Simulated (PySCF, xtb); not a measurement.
Se(F)(SiH3) (FH₃SeSi), SMILES [SiH3][Se]F.

Harmonic wavenumbers (cm⁻¹) from GFN2-xTB (xtb) at its own minimum, in rising order: 78, 130, 356, 490, 491, 513, 733, 744, 772, 2303, 2305, 2312.

Task: What does PBE-D3(BJ)/def2-TZVP in PySCF 2.14.0 give at its own minimum? (An estimate is asked for; the answer gives what the named calculation found.)

Result: 135, 135, 360, 540, 548, 613, 841, 869, 924, 2156, 2180, 2185. Paired by order, the mean absolute difference is 88 cm⁻¹ and the zero-point energies are 16.1 and 16.4 kcal/mol.
